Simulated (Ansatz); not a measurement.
Consider the redistribution: `C#[C][Zr]([OH])([OH])[F]` + `BCS` → `[OH][Zr]([OH])([F])[SH]` + `BCC#C`.

Computed with Ansatz on PBE0-D4/def2-TZVP structures; ΔE is electronic, products minus reactants. CBS: MP2 limit from def2 TZ/QZ plus the TZ coupled-cluster correction, frozen cores. DFT in def2-TZVPP. B3LYP here is the variant with VWN-RPA as its local correlation; programs differ in this. def2 core potentials past Kr. For Zr outer-core shells are correlated without core-valence functions, which leaves a few kJ/mol of doubt a bond. One conformer a species, not always the lowest.

```
        level  ΔE (eV)
    r2SCAN-D4    -1.10
        B3LYP    -1.07
HF/def2-QZVPP    -1.05
 HF/CBS(def2)    -1.05
```

(1) What does CCSD(T)/CBS give? (Best estimate.)

Largest T1 diagnostic among the species: 0.017.

Results:

(1) Ansatz gave: -1.03 eV. The listed levels differ from it by -0.07, -0.04, -0.02, -0.02 eV.
